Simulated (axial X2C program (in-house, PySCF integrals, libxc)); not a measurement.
**How long does PbS⁺ take?**

A bond scan computed with an in-house all-electron X2C program for linear molecules (integrals from PySCF). Basis: Pb dyall-cv3z [12s14p10d7f1g], S dyall-av3z [9s8p3d2f] (cores contracted in-house).

The run was started with this input:
```json
{"zs": [82, 16], "q": 1, "bas": ["dyall-cv3z", "dyall-av3z"], "levels": ["PBE0", "HF", "BHandHLYP"], "cc": true, "r0": 2.29, "thr": -1.0, "nmax": 90, "npts": 10, "nst": 2, "ntry": 6}
```
```bash
python so2c.py task.json out
```

Keys: zs atomic numbers; q charge; bas basis sets; levels methods; cc coupled cluster on or off; r0 starting distance in Å; thr threshold in hartree for freezing inner shells (an s shell follows its p shell); nmax most natural virtual spinors; npts points on the curve; nst determinants followed; ntry starts of the search. HF also brings MP2.

Hardware: 1 thread of Arm Neoverse V2, with other jobs on the host.

Wall time of one point of each curve, integrals apart:

```tsv
Hamiltonian	level	points	seconds a point
spin-free	PBE0	7	1.2
spin-free	HF	7	0.94
spin-free	CCSD(T) (9 electrons, 90 virtuals)	7	2.9
spin-free	BHandHLYP	7	1.3
2c	PBE0	7	2.2
2c	HF	7	2.2
2c	CCSD(T) (9 electrons, 90 virtuals)	7	4.5
2c	BHandHLYP	7	2.4
```

The rest:

Search with its distance optimisation 53 s, atoms 14 s, whole task 200 s. Coupled cluster runs on the points near the minimum only. The program drops outer points, and coupled cluster, when its time limit (not in the input) nears; MP2, further determinants and curves that did not converge are not in the table.
